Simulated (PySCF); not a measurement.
SMILES COc1cccc(C#N)c1 (C8H7NO) (GFN2-xTB optimised geometry):

```
17

C     -1.586    -2.502    -0.003
O     -2.212    -1.240     0.000
C     -1.436    -0.127     0.000
C     -2.120     1.093     0.000
C     -1.431     2.288     0.000
C     -0.047     2.301     0.000
C      0.638     1.089     0.000
C      2.052     1.077     0.000
N      3.199     1.062     0.000
C     -0.047    -0.127     0.000
H     -0.971    -2.647     0.890
H     -2.395    -3.230    -0.005
H     -0.971    -2.643    -0.897
H     -3.199     1.070     0.001
H     -1.976     3.219     0.001
H      0.502     3.230     0.000
H      0.522    -1.044     0.000
```

Calculation: CAM-B3LYP/def2-SVP (PySCF).

### Question
What are the frontier orbital energies and the dipole moment?

### Answer
HOMO-2 -10.77 eV, HOMO-1 -9.00 eV, HOMO -8.14 eV, LUMO -0.27 eV, LUMO+1 0.84 eV; dipole moment 3.85 D.

On the same geometry PBE/def2-SVP in PySCF 2.14.0 gives HOMO-2 -7.94 eV, HOMO-1 -6.71 eV, HOMO -5.89 eV, LUMO -2.18 eV, LUMO+1 -1.22 eV; dipole moment 4.00 D.

Meta-Löwdin charges at CAM-B3LYP/def2-SVP: C1 -0.08, O2 -0.34, C3 0.22, C4 -0.12, C5 -0.09, C6 -0.11, C7 -0.01, C8 0.10, N9 -0.21, C10 -0.16, H11 0.10, H12 0.12, H13 0.10, H14 0.12, H15 0.11, H16 0.12, H17 0.12.
